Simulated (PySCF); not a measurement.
Computed IR spectrum (relative IR intensity) of a molecule C9H8OS. The structure is a stationary point at PBE-D3(BJ)/def2-SVP. The values are those of a single conformer. Computed with PySCF 2.14.0 with PBE-D3(BJ)/def2-SVP. Frequencies are harmonic and unscaled.

```tsv
ν (cm⁻¹)	relative intensity
104	3.5
294	3.2
594	15
704	100
783	40
812	12
857	47
875	8.8
948	7.7
963	7.2
990	15
1004	42
1094	8.9
1149	10
1170	3.4
1212	6.4
1261	15
1391	9.0
1403	11
1421	11
1505	8.1
1551	42
1604	2.6
2968	54
3040	15
3077	13
3139	4.3
3187	6.1
```

Problem. Which molecule gave these data?
A) Cc1ccc(O)c2ccsc12
B) Cc1csc(-c2ccco2)c1
C) Cc1cc2cccc(S)c2o1
D) C#Cc1c(CC)csc1C=O

Solution. B, Cc1csc(-c2ccco2)c1
